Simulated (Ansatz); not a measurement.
Stepwise reaction of `[F][Ga]([F])[SiH3]` with hydrogen chloride, as a gas-phase model of exchange steps in deposition or etching. ΔE in kJ/mol.

Program: Ansatz. Geometries: PBE0-D4/def2-TZVP. ΔE: electronic, gas phase. CCSD(T)/CBS is the MP2 limit (def2-TZVPP, def2-QZVPP) plus CCSD(T) − MP2 in def2-TZVPP, frozen cores. This one scheme is used for every species. Functionals use def2-TZVPP. B3LYP here is the variant with VWN-RPA as its local correlation; programs differ in this. For Ga outer-core shells are correlated without core-valence functions, which leaves a few kJ/mol of doubt a bond. Scalar relativity is left out up to krypton.

```
step                                                    reaction  PBE-D4  B3LYP-D4  ωB97M-V  CCSD(T)/CBS
   2  `[F][Ga]([SiH3])[Cl]` + HCl → `[SiH3][Ga]([Cl])[Cl]` + H–F   -29.7     -28.4    -28.7        -34.5
```

Problem. Give the row of step 1, `[F][Ga]([F])[SiH3]` + HCl → `[F][Ga]([SiH3])[Cl]` + H–F. (Estimate.)

Solution. Computed: 
| step | reaction | PBE-D4 | B3LYP-D4 | ωB97M-V | CCSD(T)/CBS |
| --- | --- | --- | --- | --- | --- |
| 1 | `[F][Ga]([F])[SiH3]` + HCl → `[F][Ga]([SiH3])[Cl]` + H–F | -29.7 | -28.1 | -28.6 | -33.9 |

Problem. By hand: ΔE of the 2 steps together at CCSD(T)/CBS.

Solution. (-33.9) + (-34.5) = -68.4 kJ/mol, or -34.2 kJ/mol a step.

In ΔE the steps differ by no more than 0.6 kJ/mol. All are downhill at CCSD(T)/CBS. PBE-D4 differs from CCSD(T)/CBS by 4.2 to 4.8 kJ/mol a step. Isolated molecules leave out the surface, adducts and barriers. Largest T1 diagnostic: 0.015.
